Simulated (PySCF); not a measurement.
**C₆ coefficients of unlike pairs at PBE0**

Calculated with PySCF 2.14 from the dipole response of each species, C₆(A,B) = (3/π) ∫ α_A(iu) α_B(iu) du, in atomic units, from isotropic polarisabilities. For ions this is the dispersion term alone; charge-induced terms of lower order in 1/R come first.

| species | configuration | basis | relativity | α (bohr³) | C₆ (like pair) |
| --- | --- | --- | --- | --- | --- |
| Re⁺ | [Xe] 4f14 5d5 6s1 (7S) | def2-QZVPPD with the def2 core potential (60 electrons) (7s6p4d4f2g) | core potential | 31.39 | 265.7 |
| Ni²⁺ | [Ar] 3d8 (3F) | aug-cc-pVTZ with one added diffuse shell each of s, p, d, f, g type (9s8p6d4f3g) | none | 3.147 | 8.769 |
| Se³⁺ | [Ar] 3d10 4s2 4p1 (2P) | aug-cc-pVQZ-PP with ECP10MDF (7s6p5d3f2g) | core potential | 6.592 | 22.74 |
| Mg | [Ne] 3s2 (1S) | dyall-acv3z (20s13p7d4f) | spin-free X2C | 74.59 | 669.2 |

(1) Estimate C₆ for Mg with Se³⁺.

No spin-orbit coupling is included.

The other pairs:

```csv
pair,C₆
"Mg, Re⁺",383.5
"Mg, Ni²⁺",49.98
"Se³⁺, Re⁺",75.52
"Se³⁺, Ni²⁺",13.44
"Ni²⁺, Re⁺",42.77
```

Answers

(1) The integral gives 97.27. The combination rule 2 C_A C_B / (C_A α_B/α_A + C_B α_A/α_B) gives 96.17 and the geometric mean 123.4.
